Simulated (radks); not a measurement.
Results of a calculation; reference values are marked as such.
The nuclear charge of the molybdenum ion Mo+ is varied continuously with 41 electrons held in [Kr] 4d5. Code: a radial shooting solver on a logarithmic mesh with Libxc functionals. Model: Dirac Kohn-Sham, PBEsol, spin-unpolarised, spherical densities, finite nucleus; open shells fill j = l - 1/2 first; Fermi nuclear charge, rms radius 4.4091 fm. By the Hellmann-Feynman theorem dE/dZ = E(electron-nucleus)/Z, the electronic potential at the nucleus (averaged over a nucleus of fixed radius).

Z	E (hartree)	E(electron-nucleus)/Z (hartree)	HOMO	e(HOMO) (eV)	<r> HOMO (bohr)
41.5	-3931.36482	-228.819	4d5/2	-5.502	2.119
41.75	-3988.80730	-230.720	4d5/2	-7.762	2.001
42	-4046.72458	-232.618	4d5/2	-10.260	1.903
42.25	-4105.11608	-234.514	4d5/2	-12.976	1.819
42.5	-4163.98139	-236.409	4d5/2	-15.894	1.747
42.75	-4223.32028	-238.302	4d5/2	-19.001	1.682
43	-4283.13260	-240.196	4d5/2	-22.288	1.625

The central difference of E at Z = 42 is -232.618 hartree, to compare with the third column; the second derivative is -7.59 hartree.
